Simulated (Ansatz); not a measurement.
Single points on the cluster SiB₈⁺.

```yaml
crystal:
  periodic: [false, false, false]
  atoms:
    - {symbol: Si, position_ang: [0.892427, -0.916039, -2.858938]}
    - {symbol: B, position_ang: [0.364414, -0.522389, -0.839590]}
    - {symbol: B, position_ang: [-1.225935, 2.119895, 1.996016]}
    - {symbol: B, position_ang: [0.707905, -1.823669, 0.207405]}
    - {symbol: B, position_ang: [0.064559, -0.558498, 0.910007]}
    - {symbol: B, position_ang: [-0.946496, 2.092498, 0.492639]}
    - {symbol: B, position_ang: [-0.309045, 0.855569, -0.231340]}
    - {symbol: B, position_ang: [1.052134, -2.005868, -1.291033]}
    - {symbol: B, position_ang: [-0.599953, 0.758500, 1.614834]}
basis:
  gaussian: {orbitals: def2-TZVP, initial_orbitals: start.molden}
total_charge: 1
magnetization: {spin_polarized: true, initial_magnetization: 1}
hamiltonian: {xc: {name: wB97X-V}}
scf: {omitted_lower_state_checks: [starts]}
output: {orbitals: {seedname: orbitals}}
```

The file start.molden holds the orbitals of an earlier run on this structure, at another level or in another basis.

```sh
$ ansatz run in.yaml --threads 4 --pin off --events-out ev --progress --plain --max-ram 8704MiB
```

Output, abridged:

```
Functional definition: wB97X-V
1604 factors; their error is unknown
420 factors; integrals over basis functions are off by at most 1.4e-5 eV
mean field evaluation 1: about -13270.0036 eV, gradient 6.6e0 eV
mean field evaluation 2: about -13270.1598 eV, gradient 2.7e-1 eV
mean field evaluation 4: about -13270.1707 eV, gradient 1.3e-2 eV
mean field evaluation 8: about -13270.1707 eV, gradient 2.1e-5 eV
mean field -13270.17065784 eV, -487.6697768309 hartree, gradient 2.1e-5 eV, S^2 0.847424; 0 other end points of the search recorded, 0 dependent functions left out
reference -13270.17065602 eV, -487.6697767641 hartree; 27, 26 occupied and 258, 259 virtual orbitals, 1604 factors
Total energy: -13270.17065602 eV, -487.6697767641 hartree
Checks for a lower state left out: starts
```

Hardware: 4 threads of Intel Xeon Platinum 8223CL on a shared host. Wall time 48 s, peak host memory 2 GiB.

The first input with `hamiltonian: {xc: pbe, dispersion: d4}` (abridged; 6 s):

```
Functional definition: PBE
mean field -13261.52584956 eV, -487.3520859864 hartree, gradient 1.3e-5 eV, S^2 0.787027
Total energy: -13261.87209198 eV, -487.3648101604 hartree
Checks for a lower state left out: starts
```

The first input with `gaussian: {orbitals: def2-TZVP}`, `hamiltonian: {xc: pbe0, dispersion: d4}` (abridged; 14 s):

```
Functional definition: PBE0
mean field evaluation 16: about -13262.7058 eV, gradient 1.8e-4 eV
mean field -13262.70583090 eV, -487.3954495006 hartree, gradient 1.3e-5 eV, S^2 0.826433
Total energy: -13263.00210898 eV, -487.4063375193 hartree
Checks for a lower state left out: starts
```

Geometry: B3LYP-D4/def2-SVP, that of the neutral singlet.

Another isomer (singlet) lies 0.28 eV lower at PBE0-D4/def2-TZVP; other spin states weren't run for this one.
